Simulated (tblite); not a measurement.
C4H4BFO2S.
Numbering: `[OH:1][B:2]([OH:3])[c:4]1[cH:5][cH:6][c:7]([F:8])[s:9]1` (hydrogens: H10 on O1; H11 on O3; H12 on C5; H13 on C6)

Computed with GFN2-xTB (tblite), gas phase: L-BFGS steps from a force-field or distance-geometry start until the largest atomic force falls under 0.01 eV/Å.

Step 54: E = -762.2230 eV
```
atom  x, y, z in Å  |  force x, y, z in eV/Å
O1     -2.5257    0.7665    0.1602   -0.051  -0.042  -0.071
B2     -1.7116   -0.3146    0.3021   -0.001   0.067   0.010
O3     -2.2315   -1.4950    0.6771    0.015  -0.014   0.022
C4     -0.1647   -0.2037    0.0878    0.012  -0.027   0.054
C5      0.5414    0.6044   -0.7587    0.007   0.011  -0.004
C6      1.9416    0.4981   -0.6357    0.003   0.024   0.001
C7      2.2739   -0.3940    0.3310    0.024  -0.030  -0.034
F8      3.5118   -0.7200    0.7084   -0.003  -0.006   0.010
S9      0.9097   -1.1362    1.0823    0.060  -0.065   0.038
H10    -2.0972    1.5779   -0.1044   -0.031   0.031   0.001
H11    -3.1767   -1.4856    0.8258   -0.049   0.001   0.003
H12     0.0706    1.2495   -1.4790   -0.020   0.037  -0.005
H13     2.6540    1.0530   -1.2146    0.034   0.013  -0.027
```

Step 55: E = -762.2241 eV
```
atom  x, y, z in Å  |  force x, y, z in eV/Å
O1     -2.5258    0.7639    0.1487   -0.014  -0.003  -0.093
B2     -1.7125   -0.3171    0.3003   -0.013   0.074   0.038
O3     -2.2332   -1.4941    0.6871    0.037   0.008   0.011
C4     -0.1651   -0.2048    0.0903    0.017  -0.018   0.016
C5      0.5405    0.6087   -0.7525    0.017  -0.014  -0.003
C6      1.9412    0.4990   -0.6348    0.007   0.039   0.047
C7      2.2752   -0.3952    0.3302   -0.005  -0.054  -0.054
F8      3.5145   -0.7246    0.7019   -0.036  -0.001   0.009
S9      0.9092   -1.1449    1.0763    0.118  -0.039   0.030
H10    -2.0940    1.5727   -0.1235   -0.065  -0.024   0.021
H11    -3.1780   -1.4824    0.8371   -0.057   0.001  -0.001
H12     0.0707    1.2590   -1.4687   -0.027   0.034  -0.003
H13     2.6528    1.0600   -1.2100    0.020  -0.004  -0.018
```

Step 56: E = -762.2263 eV
```
atom  x, y, z in Å  |  force x, y, z in eV/Å
O1     -2.5292    0.7595    0.1285    0.013   0.000  -0.089
B2     -1.7128   -0.3165    0.3027   -0.004   0.094   0.046
O3     -2.2319   -1.4920    0.6955    0.040   0.007   0.019
C4     -0.1640   -0.1995    0.1052    0.008  -0.013  -0.024
C5      0.5384    0.6154   -0.7397    0.044  -0.032  -0.017
C6      1.9399    0.4970   -0.6358    0.003   0.061   0.105
C7      2.2780   -0.3972    0.3285   -0.025  -0.083  -0.080
F8      3.5193   -0.7335    0.6893   -0.066   0.008   0.005
S9      0.9129   -1.1494    1.0780    0.153  -0.006   0.023
H10    -2.0940    1.5666   -0.1449   -0.082  -0.038   0.024
H11    -3.1776   -1.4817    0.8380   -0.069  -0.004  -0.005
H12     0.0674    1.2716   -1.4504   -0.028   0.020   0.008
H13     2.6493    1.0601   -1.2126    0.012  -0.015  -0.013
```

**Question.** Estimate the geometry and energy of step 57. (The exact step hangs on the optimiser's Hessian estimate; all steps are aligned on step 56, rigid shifts and turns removed.)

**Answer.** E = -762.2297 eV, largest force 0.183 eV/Å
```
atom  x, y, z in Å  |  force x, y, z in eV/Å
O1     -2.5347    0.7509    0.0908    0.081  -0.006  -0.069
B2     -1.7125   -0.3141    0.3103   -0.009   0.079   0.032
O3     -2.2297   -1.4871    0.7156    0.028   0.046   0.030
C4     -0.1614   -0.1928    0.1285   -0.001   0.005  -0.072
C5      0.5353    0.6270   -0.7181    0.057  -0.054  -0.019
C6      1.9380    0.4973   -0.6352   -0.004   0.087   0.161
C7      2.2816   -0.4027    0.3229   -0.036  -0.112  -0.111
F8      3.5246   -0.7502    0.6679   -0.072   0.017  -0.004
S9      0.9215   -1.1617    1.0776    0.145   0.066  -0.013
H10    -2.0937    1.5535   -0.1890   -0.111  -0.059   0.031
H11    -3.1781   -1.4796    0.8421   -0.055  -0.011  -0.013
H12     0.0608    1.2964   -1.4164   -0.013  -0.020   0.039
H13     2.6440    1.0635   -1.2147   -0.010  -0.038   0.008
```

The energy changes by -0.0035 eV. The first-order estimate −F·Δx gives -0.0048 eV and the mean of the old and new forces, exact on a quadratic surface, -0.0034 eV. The step makes an angle of 80° with the force vector and moves no atom by more than 0.046 Å.

What follows is the cost of the whole relaxation. The run took 0.83 s of wall time on one thread, Intel Xeon at 2.70 GHz (x86_64), shared host.
